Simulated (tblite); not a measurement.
Problem. Write Cartesian coordinates for `[CH2]CO[Si@H]1C=CC=C1F` [radical] as optimised with GFN2-xTB. (Doublet state.)

Solution. 
```xyz
17
C6H8FOSi angstrom
C      3.247    0.991    0.121
C      2.259   -0.073   -0.085
O      1.052    0.232    0.562
Si    -0.286   -0.657    0.712
C     -1.630    0.362    1.536
C     -2.696    0.435    0.732
C     -2.593   -0.185   -0.581
C     -1.420   -0.779   -0.817
F     -1.153   -1.402   -1.987
H      4.215    0.911   -0.329
H      2.988    1.850    0.704
H      2.066   -0.228   -1.162
H      2.638   -1.042    0.288
H     -0.039   -1.994    1.255
H     -1.630    0.787    2.524
H     -3.614    0.941    0.996
H     -3.410   -0.136   -1.285
```

Orientation and origin are arbitrary. Atoms count from 1 in this order. C5 (carbon bonded to C, Si and H) is planar (angles 128.2°, 122.0° and 109.7°, sum 359.9°, 0.03 Å off the plane of its three neighbours). C1 (carbon bonded to C and 2 H) is planar (angles 120.6°, 119.7° and 119.7°, sum 360.0°, 0.01 Å off the plane of its three neighbours). O3 (oxygen bonded to C and Si) is bent (angle 129.6°). Si4 (silicon bonded to 2 C, O and H) has angles from 87.8° to 117.0°.

Bonds between heavy atoms (Å): C1–C2 1.467, C2–O3 1.402, O3–Si4 1.613, Si4–C5 1.877, C5=C6 1.338, C6–C7 1.456, C7=C8 1.336, C8–F9 1.353, Si4–C8 1.907.

The geometry is computed with GFN2-xTB (gas phase). This method treats the open shell by occupation alone, without spin polarisation.

Point group: C1 (no symmetry element, even within 0.4 Å). Its GFN2-xTB frequencies are all real (lowest 25 cm⁻¹). Torsions: H–C1–C2–O3 -179° and 0°, C1–C2–O3–Si4 -175°, C2–O3–Si4–C5 -174°. 2 starts were optimised and ended at 0.00 and 0.49 kcal/mol (GFN2-xTB); the lowest of these is shown.

The run took 0.78 s wall on one thread, Arm Neoverse V1 (aarch64), shared host. That covers the optimisation of the geometry.

One conformer stands for the species.
